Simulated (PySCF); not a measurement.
Ge(H)2(Me)(vinyl) (C3H8Ge), SMILES C=[CH][GeH2][CH3]. The structure is a stationary point at PBE0-D3(BJ)/def2-SVP. This is a generated structure with no PubChem entry under its InChIKey; it may be hypothetical. The values are those of a single conformer.

Computed equilibrium geometry at PBE0-D3(BJ)/def2-SVP (PySCF confirms it by a frequency run) as Cartesian coordinates in Å, and its point group (one conformer of several):
point group Cs.
```xyz
12

Ge     0.4238    -0.5012     0.0000
C     -1.4167    -1.1494     0.0000
C      0.4488     1.4420     0.0000
C     -0.6545     2.1954     0.0000
H      1.1749    -1.0225    -1.2452
H      1.1749    -1.0225     1.2452
H     -1.9504    -0.7944     0.8936
H     -1.4332    -2.2486     0.0000
H     -1.9504    -0.7944    -0.8936
H      1.4247     1.9443     0.0000
H     -1.6592     1.7575     0.0000
H     -0.6099     3.2906     0.0000
```
